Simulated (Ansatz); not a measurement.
System: silicon monosulfide, SiS, net charge 0, singlet state. 
Structure (B3LYP-D3(BJ)/def2-TZVP (Ansatz, a quantum-chemistry and plane-wave program) minimum search):
```
Si
S 1 1.9380
```

Wanted: atomisation energy (electronic, to ground-state atoms); the coupled-cluster value holds the core correlation from cc-pwCVTZ, in kcal/mol. Correlated levels leave the core frozen unless marked. Open shells are spin-unrestricted. Spin-orbit coupling is left out. No relativistic terms. CBS marks a two-point X^-3 extrapolation of the correlation energy; Hartree-Fock from the larger set (for Q and 5 zeta extrapolated as (X+1)exp(-9√X)).

Level to compare with: CCSD(T)/CBS(cc-pV(Q+d)Z,cc-pV(5+d)Z) plus the core term (Ansatz), 147.7 kcal/mol. It is a level with limits of its own, and the differences hold the functionals' basis error too.

Rank these functionals by how close they come to CCSD(T)/CBS(cc-pV(Q+d)Z,cc-pV(5+d)Z), closest first: B3LYP/def2-TZVPD (Ansatz); wB97M-V/def2-TZVPD (Ansatz); SVWN5/def2-TZVPD (Ansatz).

wB97M-V/def2-TZVPD (range-separated hybrid meta-GGA with VV10, 149.1 kcal/mol, difference 1.4), B3LYP/def2-TZVPD (global hybrid, 142.3 kcal/mol, difference -5.4), SVWN5/def2-TZVPD (LDA, 169.7 kcal/mol, difference 22.0)
